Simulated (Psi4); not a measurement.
Psi4 input (wB97X-D/6-311+G**):

```
memory 1500 MB

molecule {
0 2
C    -2.38256400   -0.00941300    0.17512300
C    -1.07179200    0.39012300    0.08427800
C    -0.00505900   -0.48402400   -0.00637800
Cl    1.62069300    0.06296300   -0.11833500
H    -3.18143700    0.71409000    0.24397600
H    -2.65391000   -1.05719600    0.18047000
H    -0.84544300    1.45115900    0.08242600
H    -0.11450500   -1.55853300   -0.01331200
symmetry c1
no_reorient
no_com
}

set {
  basis 6-311+G**
  reference uks
  scf_type df
  df_basis_scf def2-universal-jkfit
  dft_radial_points 99
  dft_spherical_points 590
  e_convergence 1e-8
  d_convergence 1e-7
  maxiter 150
}

e = energy('wb97x-d')
print_out(f'\nFINAL {e:.10f} DIPOLE {variable("CURRENT DIPOLE")[0]:.6f} {variable("CURRENT DIPOLE")[1]:.6f} {variable("CURRENT DIPOLE")[2]:.6f}\n')
```

From the output:

```
              A
    DOCC [    19 ]
    SOCC [     1 ]
    NA   [    20 ]
    NB   [    19 ]

  @DF-UKS Final Energy:  -576.85722036538903

   => Energetics <=

    Nuclear Repulsion Energy =            134.6222210636520629
    One-Electron Energy =               -1058.2924873765127813
    Two-Electron Energy =                 379.5770533730014904
    DFT Exchange-Correlation Energy =     -32.7620253756474185
    Empirical Dispersion Energy =          -0.0019820498823787
    VV10 Nonlocal Energy =                  0.0000000000000000
    Total Energy =                       -576.8572203653890256

  UHF NO Occupations:
  HONO-2 :   18  A 1.9994401
  HONO-1 :   19  A 1.9827880
  HONO-0 :   20  A 1.0000000
  LUNO+0 :   21  A 0.0172120
  LUNO+1 :   22  A 0.0005599
  LUNO+2 :   23  A 0.0004436
  LUNO+3 :   24  A 0.0002007

Computation Completed

Properties will be evaluated at   0.000000,   0.000000,   0.000000 [a0]

Properties computed using the SCF density matrix

 Multipole Moments:

 ------------------------------------------------------------------------------------
     Multipole            Electronic (a.u.)      Nuclear  (a.u.)        Total (a.u.)
 ------------------------------------------------------------------------------------

 L = 1.  Multiply by 2.5417464519 to convert [e a0] to [Debye]
 Dipole X            :         -0.5141715           -0.0000076           -0.5141790
 Dipole Y            :         -0.1223922            0.0000132           -0.1223790
 Dipole Z            :          0.0361094            0.0000057            0.0361151
 Magnitude           :                                                    0.5297745

 ------------------------------------------------------------------------------------

FINAL -576.8572203654 DIPOLE -0.514179 -0.122379 0.036115

*** Psi4 exiting successfully. Buy a developer a beer!
```

The geometry given is a B3LYP-D3(BJ)/def2-TZVP minimum.
